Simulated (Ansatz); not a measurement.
Consider the cleavage of the Si–B bond: `OB([SiH3])CF` + `[OH][Sc]([F])[Cl]` → `[F][Sc]([Cl])[O][SiH3]` + `OBCF`.

Calculated with Ansatz (gas phase, PBE0-D4/def2-TZVP geometries, no zero-point term in ΔE). CBS: MP2 limit from def2 TZ/QZ plus the TZ coupled-cluster correction, frozen cores. Functionals use def2-TZVPP. B3LYP here is the variant with VWN-RPA as its local correlation; programs differ in this. For Sc outer-core shells are correlated without core-valence functions, which leaves a few kJ/mol of doubt a bond. Scalar relativity is left out up to krypton. Each species was taken in one conformer, which may not be the lowest.

`OB([SiH3])CF`:

Cartesian coordinates in Å:
```
O 0.227 -1.774 0.584
B 0.151 -0.533 0.048
Si -0.911 0.985 0.894
C 0.946 -0.325 -1.295
F 0.831 0.977 -1.775
H -0.266 -1.883 1.401
H -0.029 2.128 1.251
H -1.977 1.474 -0.022
H -1.567 0.501 2.147
H 0.582 -1.007 -2.074
H 2.013 -0.543 -1.158
```

`[OH][Sc]([F])[Cl]`:

Cartesian coordinates in Å:
```
O 0.237 -0.285 -1.278
Sc -0.169 0.106 0.472
F -1.934 0.233 0.956
Cl 1.489 0.435 2.048
H 0.378 -0.489 -2.198
```

`[F][Sc]([Cl])[O][SiH3]`:

```xyz
8

F    -1.517   -2.187    1.832
Sc    0.059   -1.465    1.238
Cl    2.096   -2.278    1.946
O    -0.033   -0.045    0.036
Si   -0.128    1.205   -1.020
H    -1.180    0.930   -2.034
H     1.175    1.389   -1.711
H    -0.472    2.452   -0.287
```

`OBCF`:

Cartesian coordinates in Å:
```
O -0.543 -1.233 -0.883
B 0.036 -0.593 0.158
C 0.110 0.975 0.072
F 0.716 1.542 1.185
H -0.564 -2.187 -0.784
H 0.469 -1.200 1.098
H -0.894 1.407 -0.027
H 0.671 1.289 -0.819
```

| level | ΔE (kcal/mol) | difference from CCSD(T)/CBS |
| --- | --- | --- |
| PBE-D4 | -24.5 | 6.4 |
| r2SCAN-D4 | -28.8 | 2.1 |
| PBE0-D4 | -26.7 | 4.2 |
| ωB97X-V | -29.2 | 1.7 |
| ωB97M-V | -29.8 | 1.1 |
| B2PLYP | -31.6 | -0.7 |
| r2SCAN | -28.9 | 2.0 |
| B3LYP | -30.7 | 0.2 |
| HF/def2-TZVPP | -37.4 | -6.5 |
| MP2/def2-TZVPP | -32.1 | -1.2 |
| SCS-MP2/def2-TZVPP | -33.2 | -2.3 |
| CCSD/def2-TZVPP | -31.3 | -0.4 |
| CCSD(T)/def2-TZVPP | -30.5 | 0.4 |
| MP2/def2-QZVPP | -32.7 | -1.8 |
| HF/CBS(def2) | -38.2 | -7.3 |
| MP2/CBS(def2) | -32.6 | -1.7 |
| CCSD(T)/CBS | -30.9 | 0 |

Largest T1 diagnostic among the species: 0.016.

From PBE to PBE0 (25 % exact exchange), in def2-TZVPP and without D4, ΔE moves by −2.1 kcal/mol. In def2-TZVPP, CCSD(T) changes the Hartree–Fock value by +6.9 kcal/mol (the triples alone add +0.9 kcal/mol) and MP2 by +5.2 kcal/mol.
